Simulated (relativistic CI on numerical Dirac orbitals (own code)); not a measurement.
How well does a small relativistic CI reproduce F6+?

Computed by Dirac-Coulomb-Breit CI, KLI orbitals optimised for each configuration, a model potential for QED, valence Slater integrals scaled by 0.9, P86 correlation estimate, and configurations built on the next ion tied to the tabulated ionisation energy (semi-empirical) (own radial code, finite nucleus).

Configuration list (outside the closed core 1s2): 2s, 2p, 3s, 3p, 3d, 4s, 4p, 4f, 4d. Levels of other configurations are missing.

| Configuration | Term (tabulated) | J | Measured (cm⁻¹) | Computed | Error | Purity (%) |
| --- | --- | --- | --- | --- | --- | --- |
| 2s | 2S | 1/2 | 0.0 | 0 | 0 | 100 |
| 3s | 2S | 1/2 | 854625.0 | 853596 | -1029 | 100 |
| 3p | 2P° | 1/2 | 885136.0 | 884150 | -986 | 100 |
| 3p | 2P° | 3/2 | 885418.0 | 884426 | -992 | 100 |
| 3d | 2D | 3/2 | 895632.0 | 892900 | -2732 | 100 |
| 3d | 2D | 5/2 | 895722.0 | 892986 | -2736 | 100 |
| 4s | 2S | 1/2 | 1140416.0 | 1139291 | -1125 | 100 |
| 4d | 2D | 3/2 | 1157223.0 | 1155857 | -1366 | 100 |
| 4d | 2D | 5/2 | 1157255.0 | 1155893 | -1362 | 100 |

Measured levels from Moore, Atomic Energy Levels, vol. I, NSRDS-NBS 35 (1971 reprint of NBS Circular 467, 1949); pairs were made by configuration, J and term (by order where the table uses no LS term), so strongly mixed levels may be paired wrongly. The analysis dates from before 1960.

Mean error by configuration (cm⁻¹): 3s -1029; 3p -989; 3d -2734; 4s -1125; 4d -1364. Over the excited levels the mean absolute error is 1541 cm⁻¹ (8 of the 8 excited levels that our extract of the source holds in range could be paired), and the median relative error of those above 1,000 cm⁻¹ is 0.12 %.
